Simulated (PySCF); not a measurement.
Precursor series Zn F-OH. Isolated molecules, 0 K electronic values unless said otherwise. One relaxed conformer stands for each flexible species; it need not be the lowest.

The charge on the central atom (Mulliken) from two functionals at the same geometries (TPSS-D3(BJ)/def2-SVP), both in PySCF: PBE-D3(BJ)/def2-TZVP and B3LYP-D3(BJ)/def2-TZVP. B3LYP has the VWN-RPA correlation part, as in Gaussian. 

```csv
species,PBE-D3(BJ)/def2-TZVP (e),B3LYP-D3(BJ)/def2-TZVP (e)
0 of 2 F replaced by OH,0.83,0.94
1 of 2 F replaced by OH ([Zn(F)(OH)]),0.66,0.77
2 of 2 F replaced by OH,0.50,0.61
```

Over these rows, drawn at random from the members with no instability flagged (it was tested for open shells, ions and some series alone), PBE minus B3LYP-D3(BJ): mean -0.11 e, from -0.12 e to -0.11 e.
